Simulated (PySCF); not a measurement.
Excitations are Tamm–Dancoff values on a coarser integration grid. The basis has no diffuse functions, so Rydberg states are missing or too high.

Cartesian coordinates (Å):
SMILES: [CH3][In]([CH3])[NH2]
```xyz
12

C     -1.6888    -1.3190     0.1337
In    -0.0143     0.0522    -0.0078
C      2.1326    -0.2573    -0.0246
N     -0.5650     2.0076    -0.1648
H     -2.5919    -0.8368    -0.2388
H     -1.8455    -1.6005     1.1758
H     -1.4993    -2.2241    -0.4425
H      2.4573    -0.6876     0.9228
H      2.4097    -0.9438    -0.8245
H      2.6423     0.6929    -0.1767
H      0.0806     2.7805    -0.2051
H     -1.5176     2.3360    -0.1476
```
Charge 0, multiplicity 1.

Task: Predict the total energy, HOMO and brightest of the four lowest singlets (TDA) from ωB97X-D3(BJ)/def2-TZVP // B3LYP-D3(BJ)/def2-TZVP in PySCF 2.14.0.

Result: 
total energy: -8874.01 eV
HOMO: -9.03 eV
brightest of the four lowest singlets (TDA): 6.03 eV
